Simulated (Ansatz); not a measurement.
Single points on [GeF3]- (GeF₃⁻).

```yaml
crystal:
  periodic: [false, false, false]
  atoms:
    - {symbol: Ge, position_ang: [-0.005527, 0.005246, 0.715497]}
    - {symbol: F, position_ang: [1.546912, -0.031211, -0.226335]}
    - {symbol: F, position_ang: [-0.745096, 1.351045, -0.254197]}
    - {symbol: F, position_ang: [-0.796280, -1.325080, -0.234964]}
basis:
  gaussian: {orbitals: def2-TZVPD, initial_orbitals: start.molden}
total_charge: -1
hamiltonian: {xc: {name: B2PLYP}}
scf: {omitted_lower_state_checks: [starts]}
```

The file start.molden holds the orbitals of an earlier run on this structure, at another level or in another basis.

```sh
$ ansatz run in.yaml --threads 4 --pin off --events-out ev --progress --plain --max-ram 3916MiB
```

It prints (some lines left out):

```
Functional definition: B2PLYP
1118 factors; integrals over basis functions are off by at most 7.5e-4 eV
mean field evaluation 1: about -64654.9551 eV, gradient 1.2e1 eV
mean field evaluation 2: about -64655.0897 eV, gradient 2.2e-1 eV
mean field evaluation 4: about -64655.2575 eV, gradient 1.9e-3 eV
mean field evaluation 8: about -64655.2575 eV, gradient 1.0e-6 eV
mean field -64655.25749101 eV, -2376.0368878869 hartree, gradient 2.5e-6 eV, S^2 0.000000; 0 other end points of the search recorded, 0 dependent functions left out
12 core orbitals not correlated: weight in the atoms' cores, before any rotation towards them, 1.000 or more for the frozen orbitals, at most 0.000 for the correlated occupied ones
reference -64655.25763831 eV, -2376.0368933001 hartree; 18, 18 occupied and 144, 144 virtual orbitals, 1118 factors
second order -33.24463307 eV of doubles, -0.00000000 eV of singles
Total energy: -64664.23368924 eV, -2376.3667570876 hartree
Checks for a lower state left out: starts
```

Hardware: 4 threads of Arm Neoverse V2 on a shared host. Wall time 2.3 s.

First input, but with `correlation: {method: mp2}`, `output: {orbitals: {seedname: orbitals}}` and without the key `hamiltonian` (abridged; 1.2 s):

```
Functional definition: HF
mean field -64599.85342008 eV, -2374.0008258345 hartree, gradient 9.2e-6 eV, S^2 0.000000
12 core orbitals not correlated: weight in the atoms' cores, before any rotation towards them, 1.000 or more for the frozen orbitals, at most 0.000 for the correlated occupied ones
second order -27.73030493 eV of doubles, -0.00000000 eV of singles
Total energy: -64627.58372501 eV, -2375.0198957444 hartree
Checks for a lower state left out: starts
```

As the first input, with `gaussian: {orbitals: 6-31G}`, `hamiltonian: {xc: {name: B3LYP}, dispersion: d4}`, `output: {orbitals: {seedname: orbitals}}` (abridged; 0.45 s):

```
Functional definition: B3LYP
mean field -64664.13276489 eV, -2376.3630481862 hartree, gradient 6.1e-5 eV, S^2 0.000000
Total energy: -64664.25028458 eV, -2376.3673669551 hartree
Checks for a lower state left out: starts
```

First input, but with `gaussian: {orbitals: def2-SVPD, initial_orbitals: start.molden}`, `hamiltonian: {xc: pbe0, dispersion: d4}`, `output: {orbitals: {seedname: orbitals}}` (abridged; 0.65 s):

```
Functional definition: PBE0
mean field -64646.61809182 eV, -2375.7193958227 hartree, gradient 4.6e-5 eV, S^2 0.000000
Total energy: -64646.67730163 eV, -2375.7215717434 hartree
Checks for a lower state left out: starts
```

As the first input, with `hamiltonian: {xc: pbe, dispersion: d4}`, `output: {orbitals: {seedname: orbitals}}` (abridged; 0.95 s):

```
Functional definition: PBE
mean field -64662.16974333 eV, -2376.2909084745 hartree, gradient 2.0e-5 eV, S^2 0.000000
Total energy: -64662.24130597 eV, -2376.2935383531 hartree
Checks for a lower state left out: starts
```

First input, but with `hamiltonian: {xc: {name: B97M-V}}`, `output: {orbitals: {seedname: orbitals}}` (abridged; 3.2 s):

```
Functional definition: B97M-V
mean field -64664.56818297 eV, -2376.3790495055 hartree, gradient 1.3e-5 eV, S^2 0.000000
Total energy: -64664.56824745 eV, -2376.3790518751 hartree
Checks for a lower state left out: starts
```

As the first input, with `hamiltonian: {xc: {name: B3LYP}, dispersion: d4}`, `output: {orbitals: {seedname: orbitals}}` (abridged; 1.2 s):

```
Functional definition: B3LYP
mean field -64679.61827780 eV, -2376.9321302892 hartree, gradient 7.6e-5 eV, S^2 0.000000
Total energy: -64679.73581448 eV, -2376.9364496827 hartree
Checks for a lower state left out: starts
```

Geometry: r2SCAN-D4/def2-TZVPD.

The 6-31G sets use Cartesian d functions. B3LYP takes the VWN-RPA correlation. Correlated methods freeze 12 core orbitals; core or outer-core shells of Ge are correlated, in sets that lack core-valence functions.
